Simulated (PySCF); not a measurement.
Highest harmonic wavenumber (cm⁻¹) of eight silicon and germanium compounds: PBE-D3(BJ) beside B3LYP-D3(BJ), computed with PySCF for isolated molecules in the bases named; differences from unrounded values. The eight are the first of their class met in an unordered collection, after screening for sound electronic states; none was chosen by its value. Each level has its own optimised geometry.

| molecule | basis | B3LYP-D3(BJ) |
|---|---|---|
| germylsulfanylgermane (Ge2H6S), SMILES [GeH3][S][GeH3] | def2-SVP | 2153 |
| Si(H)(Me)2(SH) (C2H8SSi), SMILES C[SiH](C)S | def2-SVP | 3131 |
| chlorosilylboronic acid (BClH₄O₂Si), SMILES OB(O)[SiH2]Cl | def2-SVP | 3892 |
| Cl2GeH4OSi, SMILES Cl[SiH](Cl)[O][GeH3] | def2-SVP | 2319 |
| H8N2OSi2, SMILES N[Si@@H](O)N[SiH3] | def2-SVP | 3875 |
| C₂H₅ClGeO, SMILES [Cl][GeH]1[CH2]O[CH2]1 | def2-SVP | 3106 |
| CH₁₁NOSi₃, SMILES [SiH3][Si@H](C)O[SiH2]N | def2-SVP | 3681 |
| C2H10O2Si2, SMILES CO[Si@@H](O)C[SiH3] | def2-SVP | 3858 |

Task: Estimate the PBE-D3(BJ) values and say how PBE-D3(BJ) differs from B3LYP-D3(BJ) over the set. (An estimate is asked for; the answer gives what the named calculation found.)

Result: 
```tsv
molecule	PBE-D3(BJ)	difference
germylsulfanylgermane (Ge2H6S), SMILES [GeH3][S][GeH3]	2107	-47
Si(H)(Me)2(SH) (C2H8SSi), SMILES C[SiH](C)S	3085	-46
chlorosilylboronic acid (BClH₄O₂Si), SMILES OB(O)[SiH2]Cl	3787	-105
Cl2GeH4OSi, SMILES Cl[SiH](Cl)[O][GeH3]	2251	-68
H8N2OSi2, SMILES N[Si@@H](O)N[SiH3]	3764	-110
C₂H₅ClGeO, SMILES [Cl][GeH]1[CH2]O[CH2]1	3050	-56
CH₁₁NOSi₃, SMILES [SiH3][Si@H](C)O[SiH2]N	3606	-75
C2H10O2Si2, SMILES CO[Si@@H](O)C[SiH3]	3742	-116
```
PBE-D3(BJ) lies below B3LYP-D3(BJ) in 8 and above it in 0 of the eight; the mean signed difference is -78 and the largest -116 cm⁻¹.
